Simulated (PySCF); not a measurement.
Isomers C₈H₉F:

A. `C=C1C=C(F)/C1=C\CC`
B. `C=C[C@@H]1C=C[C@@H]2C[C@]12F`
C. `C12(C(CF)=CC=C1)CC2`

Spectrum 1. 1H NMR (500 MHz, computed): δ 6.80 (m, 1H), 6.73 (m, 1H), 6.47 (d, 1H), 5.38 (m, 2H), 1.86 (m, 2H), 1.61 (m, 2H). 13C{1H} NMR (computed): δ 152.1 (C), 151.9 (CH), 138.9 (CH), 134.9 (CH), 81.3 (CH2), 41.6 (C), 17.1 (CH2).

Spectrum 2. 1H NMR (500 MHz, computed): δ 6.05 (m, 1H), 5.60 (m, 1H), 5.08 (m, 1H), 5.04 (m, 1H), 2.39 (m, 2H), 1.12 (t, 3H). 13C{1H} NMR (computed): δ 177.3 (C), 146.3 (C), 143.5 (C), 128.5 (CH), 124.7 (CH), 99.4 (CH2), 27.8 (CH2), 17.4 (CH3).

Spectrum 3. 1H NMR (500 MHz, computed): δ 6.22 (m, 1H), 5.83 (m, 1H), 5.62 (m, 1H), 5.49 (m, 1H), 5.36 (m, 1H), 4.03 (m, 1H), 2.29 (m, 1H), 1.45 (m, 1H), 0.32 (m, 1H). 13C{1H} NMR (computed): δ 147.2 (CH), 143.6 (CH), 141.1 (CH), 124.1 (CH2), 90.1 (C), 61.6 (CH), 33.1 (CH), 22.7 (CH2).

How the numbers were obtained: GFN2-xTB structure, NMR shieldings at PBE0/pcSseg-1/GIAO, in PySCF (no solvent, averaged over atoms made equivalent by symmetry, fast rotation or ring inversion, relativity neglected, a single conformation).

Chemical shifts δ = σref − σ; 1H (σ = 31.72 ppm), 13C (σ = 186.93 ppm) against TMS, all at this level. Splittings of carbon signals by F and P are missing where no couplings were computed. Where no couplings were computed, multiplicities follow the n + 1 count of equivalent neighbours, and m marks all less simple cases (inequivalent or close neighbours, rings, F or P nearby). Shifts are as computed. Against solution values, carbons near 30 ppm lie about +3 ppm off and those near 130 ppm about +5 ppm (rms about the fit 2.1 ppm; single classes can miss by 10 ppm). Of 1328 compounds with measured shifts, 309 miss one by over three times the rms of a fit or turn the order of signals round; such compounds aren't used in these exercises. Signals without a measured value on file couldn't be tested in this way; 1H shifts scatter by 0.2 ppm about their fit, and single ones miss by 0.5 ppm.

Match each spectrum to its structure.

## Answers

1–C, 2–A, 3–B.

- Spectrum 1 (C): 7 13C signals; δC 152.1 is a fully substituted alkene carbon; δC 151.9 is an alkene CH.
- Spectrum 2 (A): 8 13C signals; δC 146.3 is a fully substituted alkene carbon; δC 143.5 is a fully substituted alkene carbon.
- Spectrum 3 (B): 8 13C signals; δC 147.2 is an alkene CH; δC 143.6 is an alkene CH.
